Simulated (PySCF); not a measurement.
**Basis-set dependence of population analyses: `CB(N)N`**

CH₇BN₂.
Atom-mapped SMILES: `[CH3:1][B:2]([NH2:3])[NH2:4]` (hydrogens: H5, H6, H7 on C1; H8, H9 on N3; H10, H11 on N4)

PBE0 throughout (PySCF), one geometry, spherical d and f functions. Geometry: PBE0-D3(BJ)/def2-SVP; no solvent, vibrations or thermal averaging. Atoms taken as equivalent share a column and are averaged.

Mulliken charges (e):

```json
{"basis": "STO-3G", "functions": "27", "C1": "-0.334", "B2": "+0.367", "N3/N4": "-0.484", "H5/H6/H7": "+0.062", "H8/H9/H10/H11": "+0.188"}
{"basis": "6-31G", "functions": "50", "C1": "-0.719", "B2": "+0.774", "N3/N4": "-0.880", "H5/H6/H7": "+0.155", "H8/H9/H10/H11": "+0.310"}
{"basis": "pcSseg-0", "functions": "50", "C1": "-1.042", "B2": "+0.956", "N3/N4": "-0.882", "H5/H6/H7": "+0.215", "H8/H9/H10/H11": "+0.301"}
{"basis": "6-31G*", "functions": "70", "C1": "-0.712", "B2": "+0.551", "N3/N4": "-0.825", "H5/H6/H7": "+0.165", "H8/H9/H10/H11": "+0.329"}
{"basis": "cc-pVDZ", "functions": "91", "C1": "-0.155", "B2": "-0.130", "N3/N4": "-0.074", "H5/H6/H7": "+0.036", "H8/H9/H10/H11": "+0.081"}
{"basis": "def2-SVP", "functions": "91", "C1": "-0.173", "B2": "-0.120", "N3/N4": "-0.153", "H5/H6/H7": "+0.042", "H8/H9/H10/H11": "+0.118"}
{"basis": "6-311+G(2d,p)", "functions": "150", "C1": "-0.714", "B2": "+0.764", "N3/N4": "-0.704", "H5/H6/H7": "+0.145", "H8/H9/H10/H11": "+0.230"}
{"basis": "aug-cc-pVDZ", "functions": "155", "C1": "+0.586", "B2": "+0.894", "N3/N4": "-0.102", "H5/H6/H7": "-0.291", "H8/H9/H10/H11": "-0.101"}
{"basis": "def2-TZVP", "functions": "166", "C1": "-0.499", "B2": "+0.311", "N3/N4": "-0.548", "H5/H6/H7": "+0.124", "H8/H9/H10/H11": "+0.228"}
{"basis": "IGLO-III", "functions": "210", "C1": "-0.601", "B2": "+0.644", "N3/N4": "-0.563", "H5/H6/H7": "+0.113", "H8/H9/H10/H11": "+0.186"}
{"basis": "cc-pVTZ", "functions": "218", "C1": "-0.383", "B2": "+0.100", "N3/N4": "-0.285", "H5/H6/H7": "+0.095", "H8/H9/H10/H11": "+0.142"}
```

IAO charges (e):

```json
{"basis": "STO-3G", "functions": "27", "C1": "-0.521", "B2": "+0.258", "N3/N4": "-0.482", "H5/H6/H7": "+0.127", "H8/H9/H10/H11": "+0.212"}
{"basis": "6-31G", "functions": "50", "C1": "-0.583", "B2": "+0.302", "N3/N4": "-0.597", "H5/H6/H7": "+0.146", "H8/H9/H10/H11": "+0.259"}
{"basis": "pcSseg-0", "functions": "50", "C1": "-0.573", "B2": "+0.264", "N3/N4": "-0.553", "H5/H6/H7": "+0.142", "H8/H9/H10/H11": "+0.247"}
{"basis": "6-31G*", "functions": "70", "C1": "-0.567", "B2": "+0.317", "N3/N4": "-0.594", "H5/H6/H7": "+0.139", "H8/H9/H10/H11": "+0.255"}
{"basis": "cc-pVDZ", "functions": "91", "C1": "-0.567", "B2": "+0.295", "N3/N4": "-0.585", "H5/H6/H7": "+0.139", "H8/H9/H10/H11": "+0.256"}
{"basis": "def2-SVP", "functions": "91", "C1": "-0.557", "B2": "+0.288", "N3/N4": "-0.574", "H5/H6/H7": "+0.137", "H8/H9/H10/H11": "+0.252"}
{"basis": "6-311+G(2d,p)", "functions": "150", "C1": "-0.588", "B2": "+0.312", "N3/N4": "-0.621", "H5/H6/H7": "+0.147", "H8/H9/H10/H11": "+0.269"}
{"basis": "aug-cc-pVDZ", "functions": "155", "C1": "-0.584", "B2": "+0.308", "N3/N4": "-0.619", "H5/H6/H7": "+0.147", "H8/H9/H10/H11": "+0.269"}
{"basis": "def2-TZVP", "functions": "166", "C1": "-0.588", "B2": "+0.314", "N3/N4": "-0.618", "H5/H6/H7": "+0.147", "H8/H9/H10/H11": "+0.267"}
{"basis": "IGLO-III", "functions": "210", "C1": "-0.589", "B2": "+0.314", "N3/N4": "-0.623", "H5/H6/H7": "+0.148", "H8/H9/H10/H11": "+0.269"}
{"basis": "cc-pVTZ", "functions": "218", "C1": "-0.589", "B2": "+0.312", "N3/N4": "-0.615", "H5/H6/H7": "+0.147", "H8/H9/H10/H11": "+0.266"}
```

Hirshfeld charges (e):

```
        basis  functions      C1      B2   N3/N4  H5/H6/H7  H8/H9/H10/H11
       STO-3G         27  -0.116  +0.147  -0.233    +0.007         +0.104
        6-31G         50  -0.178  +0.143  -0.262    +0.030         +0.117
     pcSseg-0         50  -0.189  +0.147  -0.263    +0.030         +0.120
       6-31G*         70  -0.177  +0.137  -0.261    +0.030         +0.118
      cc-pVDZ         91  -0.195  +0.148  -0.263    +0.032         +0.119
     def2-SVP         91  -0.199  +0.152  -0.266    +0.033         +0.120
6-311+G(2d,p)        150  -0.197  +0.165  -0.271    +0.035         +0.117
  aug-cc-pVDZ        155  -0.205  +0.170  -0.272    +0.036         +0.118
    def2-TZVP        166  -0.200  +0.166  -0.273    +0.035         +0.119
     IGLO-III        210  -0.204  +0.171  -0.274    +0.036         +0.118
      cc-pVTZ        218  -0.202  +0.167  -0.274    +0.035         +0.120
```

ESP-fitted charges (e):

```
        basis  functions      C1      B2   N3/N4  H5/H6/H7  H8/H9/H10/H11
       STO-3G         27  -0.614  +0.603  -0.796    +0.128         +0.305
        6-31G         50  -0.691  +0.901  -1.204    +0.146         +0.440
     pcSseg-0         50  -0.836  +0.959  -1.172    +0.174         +0.425
       6-31G*         70  -0.728  +0.941  -1.213    +0.152         +0.439
      cc-pVDZ         91  -0.618  +0.783  -1.069    +0.129         +0.397
     def2-SVP         91  -0.621  +0.784  -1.071    +0.129         +0.398
6-311+G(2d,p)        150  -0.828  +1.149  -1.363    +0.172         +0.472
  aug-cc-pVDZ        155  -0.813  +1.143  -1.328    +0.167         +0.457
    def2-TZVP        166  -0.819  +1.121  -1.329    +0.170         +0.462
     IGLO-III        210  -0.803  +1.127  -1.328    +0.165         +0.459
      cc-pVTZ        218  -0.776  +1.043  -1.254    +0.160         +0.441
```

Some averages cover members that differ in this geometry, most widely: H5/H6/H7, Mulliken in aug-cc-pVDZ -0.401 to -0.198; N3/N4, Mulliken in aug-cc-pVDZ -0.165 to -0.039; H8/H9/H10/H11, Mulliken in aug-cc-pVDZ -0.146 to -0.044; H5/H6/H7, Mulliken in 6-311+G(2d,p) +0.129 to +0.159 e.

**Question.** Which scheme is steadiest as the basis changes?

**Answer.** Largest range over the bases for any column: Hirshfeld 0.09 e, IAO 0.14 e, ESP-fitted 0.57 e, Mulliken 1.63 e. Hirshfeld charges move least and Mulliken charges most, counted in e. Without the minimal STO-3G basis the ranges are Hirshfeld 0.03, IAO 0.07, ESP-fitted 0.37, Mulliken 1.63 e.

**Question.** How much do the charges still move between the two largest bases, IGLO-III and cc-pVTZ?

**Answer.** At most, over all atoms: Mulliken 0.544 e, IAO 0.008 e, Hirshfeld 0.004 e, ESP-fitted 0.084 e.

**Question.** What do the same runs give for the total energy, the frontier levels and the dipole moment?

**Answer.** 
```tsv
basis	energy (Eh)	HOMO (eV)	LUMO (eV)	μ (D)
STO-3G	-174.3292	-3.81	6.17	1.34
6-31G	-176.5111	-6.27	2.57	1.22
pcSseg-0	-176.1622	-6.38	2.11	1.38
6-31G*	-176.5403	-6.27	2.60	1.23
cc-pVDZ	-176.5628	-6.37	1.86	1.23
def2-SVP	-176.4290	-6.45	1.78	1.25
6-311+G(2d,p)	-176.6164	-6.80	0.02	1.07
aug-cc-pVDZ	-176.5844	-6.79	-0.20	1.06
def2-TZVP	-176.6278	-6.75	0.86	1.11
IGLO-III	-176.6362	-6.79	0.53	1.08
cc-pVTZ	-176.6249	-6.68	1.13	1.15
```

The dipole is fixed by the density alone, so its range of 0.32 D shows that the density itself changes with the basis, not only its division among atoms.
